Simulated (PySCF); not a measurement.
## Nuclear quadrupole coupling in `C=Nc1ccc[n+](C)c1`

Compound: C7H9N2 (charge +1).
Numbering: `[CH2:1]=[N:2][c:3]1[cH:4][cH:5][cH:6][n+:7]([CH3:8])[cH:9]1` (hydrogens: H10, H11 on C1; H12 on C4; H13 on C5; H14 on C6; H15, H16, H17 on C8; H18 on C9)

Cartesian coordinates in Å at the GFN2-xTB level; atoms count from 1:
```
atom  x, y, z in Å
C1     3.278    0.897   -0.049
N2     2.273    0.378   -0.575
C3     1.084   -0.081   -0.155
C4     0.920   -1.421    0.261
C5    -0.348   -1.903    0.493
C6    -1.449   -1.078    0.317
N7    -1.288    0.188   -0.075
C8    -2.451    1.024   -0.280
C9    -0.076    0.691   -0.311
H10    3.358    1.147    1.009
H11    4.123    1.122   -0.686
H12    1.790   -2.045    0.388
H13   -0.496   -2.920    0.816
H14   -2.454   -1.428    0.489
H15   -3.255    0.723    0.388
H16   -2.208    2.068   -0.095
H17   -2.802    0.926   -1.309
H18   -0.008    1.718   -0.636
```

Field gradients from the PBE0/pcSseg-1 density (PySCF, non-relativistic), principal values in atomic units, ordered |Vxx| ≤ |Vyy| ≤ |Vzz|:

```json
{"atom": "N2", "Vxx": "0.4208", "Vyy": "0.5551", "Vzz": "-0.9759"}
{"atom": "N7", "Vxx": "0.0596", "Vyy": "0.0983", "Vzz": "-0.1579"}
```

**Question.** Find the asymmetry η = (Vxx − Vyy)/Vzz and the couplings χ = eQV/h (234.96 MHz × Q in barn × V in au), with Q(14N) = 0.02044 b.

**Answer.** 
```
atom               environment  nucleus     η  χzz (MHz)  χxx (MHz)  χyy (MHz)
  N2            imine nitrogen      14N  0.14     -4.687      2.021      2.666
  N7  pyridinium-type nitrogen      14N  0.24     -0.758      0.286      0.472
```

**Question.** What is Vzz at N2 in SI units (1 au = 9.71736 × 10²¹ V/m²)?

**Answer.** -0.9759 au = -9.483 × 10²¹ V/m².

**Question.** And the gradient at the other heavy atoms, for which no coupling is worked out here?

**Answer.** 
```json
{"atom": "C1", "environment": "imine carbon", "Vzz (au)": "0.524", "η": "0.35"}
{"atom": "C3", "environment": "aromatic carbon bearing nitrogen", "Vzz (au)": "0.323", "η": "0.54"}
{"atom": "C4", "environment": "aromatic CH carbon", "Vzz (au)": "0.378", "η": "0.30"}
{"atom": "C5", "environment": "aromatic CH carbon", "Vzz (au)": "0.371", "η": "0.21"}
{"atom": "C6", "environment": "aromatic CH next to a ring nitrogen", "Vzz (au)": "-0.309", "η": "0.40"}
{"atom": "C8", "environment": "N-methyl carbon", "Vzz (au)": "0.432", "η": "0.02"}
{"atom": "C9", "environment": "aromatic CH next to a ring nitrogen", "Vzz (au)": "-0.253", "η": "0.35"}
```

**Question.** What couplings would deuterons (Q(2H) = 0.00286 b) have in place of the hydrogens, at this geometry?

**Answer.** 
```tsv
atom	bonded to	bond length (Å)	Vzz (au)	η	χzz (kHz)
H10	C1	1.090	0.2961	0.02	199
H11	C1	1.082	0.3095	0.01	208
H12	C4	1.078	0.3186	0.06	214
H13	C5	1.078	0.3193	0.06	215
H14	C6	1.078	0.3152	0.12	212
H15	C8	1.088	0.2969	0.10	200
H16	C8	1.088	0.2974	0.10	200
H17	C8	1.092	0.2910	0.08	196
H18	C9	1.079	0.3125	0.12	210
```

The structure is a single GFN2-xTB conformer in the gas phase; no vibrational or solvent corrections. GFN2-xTB frequencies show an imaginary mode (35i cm⁻¹), so this geometry is no minimum at that level. GFN2-xTB bond lengths can be off by several hundredths of an ångström, more for odd bonds, and the gradients follow them. With so small a basis the couplings can be 20 % off.
